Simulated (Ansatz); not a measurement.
Two isomers of C2H7NSSi: A = `N=C([SiH3])CS`, B = `N/C=C/[SiH2]S`.

Calculated with Ansatz (gas phase, PBE0-D4/def2-TZVP geometries, no zero-point term in ΔE). CCSD(T)/CBS is the MP2 limit (def2-TZVPP, def2-QZVPP) plus CCSD(T) − MP2 in def2-TZVPP, frozen cores. DFT in def2-TZVPP. Each species was taken in one conformer, which may not be the lowest.

Q: Which is lower in electronic energy at CCSD(T)/CBS, and by how much? (An estimate is asked.)

A: The calculation gave: B, by 128.8 kJ/mol.

Q: Give E(B) − E(A) in kJ/mol with ωB97M-V, CCSD(T)/def2-TZVPP, CCSD/def2-TZVPP, B2PLYP, HF/def2-TZVPP, MP2/def2-TZVPP, BLYP-D4. (An estimate is asked.)

A: Computed: ωB97M-V -132.2, CCSD(T)/def2-TZVPP -121.9, CCSD/def2-TZVPP -124.7, B2PLYP -133.3, HF/def2-TZVPP -138.7, MP2/def2-TZVPP -131.2, BLYP-D4 -125.6. None reverses the order clearly.

Q: Does the order hold for the free energy at 298.15 K (harmonic terms from PBE0-D4)? (Estimate.)

A: The calculation gave: Yes: G(B) − G(A) = -120.0 kJ/mol, for one conformer each.

Largest T1 diagnostic: 0.012.

The D4 term adds +3.6 kJ/mol with B3LYP and +1.9 kJ/mol with PBE0; it sums over pairs of atoms, weighted by their polarisabilities, and B3LYP, whose exchange is more repulsive, gets the larger term. At CCSD(T), def2-SVP lies +23.1 kJ/mol from the extrapolated value and def2-TZVPP +6.9 kJ/mol.

B3LYP here is the variant with VWN-RPA as its local correlation; programs differ in this.
